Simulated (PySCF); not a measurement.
## Shapes and spin states of Co₂O₂

All numbers come from PBE0 in PySCF with Co def2-TZVP, O def2-TZVP; no relativity; density-fitted integrals.

Relaxations began from a few typed shapes and spin states; open shells are unrestricted. The search is not exhaustive: other isomers or separated fragments can lie lower, and high-lying points may rest on an excited occupation.

Which is the lowest minimum found?
A. broken-symmetry Ms = 0 (⟨S²⟩ 0.97) D2h: Co–O 1.746 Å (×4); Co–O–Co 88.6° (×2), O–Co–O 91.4° (×2)
B. septet Cs: Co–Co 2.525 Å, Co–O 1.623 Å, Co–O 1.730 Å, Co–O 1.809 Å; Co–Co–O 43.2°, Co–Co–O 45.7°, Co–Co–O 133.7°, Co–O–Co 91.1°, O–Co–O 176.9°
C. singlet (closed shell, unstable to spin polarisation) C2h: Co–O 1.671 Å (×2), Co–O 1.883 Å (×2); Co–O–Co 80.0° (×2), O–Co–O 100.0° (×2)
D. septet C2h: Co–Co 2.337 Å, Co–O 1.618 Å (×2); Co–Co–O 112.9° (×2)
E. broken-symmetry Ms = 3 (⟨S²⟩ 12.99) D∞h: Co–Co 2.583 Å, Co–O 1.629 Å (×2); Co–Co–O 180.0° (×2)
F. septet D2h: Co–O 1.827 Å (×4); Co–O–Co 81.1° (×2), O–Co–O 98.9° (×2)
G. septet D2h: Co–O 1.831 Å (×4); Co–O–Co 81.8° (×2), O–Co–O 98.2° (×2)
H. singlet (closed shell, unstable to spin polarisation) D2h: Co–O 1.717 Å (×4); Co–O–Co 87.5° (×2), O–Co–O 92.5° (×2)

F. The others lie at 3.0 (septet D2h, a saddle point), 52.6 (septet Cs), 159.4 (broken-symmetry Ms = 0 D2h), 258.4 (septet C2h, a saddle point), 286.9 (singlet D2h), 374.3 (broken-symmetry Ms = 3 D∞h, a saddle point), 460.0 (singlet C2h) kJ/mol above it.

For the lowest minimum: the spin densities have lower symmetry than the nuclear frame. With open d or f shells other occupations or spin states may lie lower.

The electron or spin density has lower symmetry than the nuclear frame for the broken-symmetry Ms = 0 (⟨S²⟩ 0.97) D2h at 159.4 kJ/mol, broken-symmetry Ms = 3 (⟨S²⟩ 12.99) D∞h at 374.3 kJ/mol.
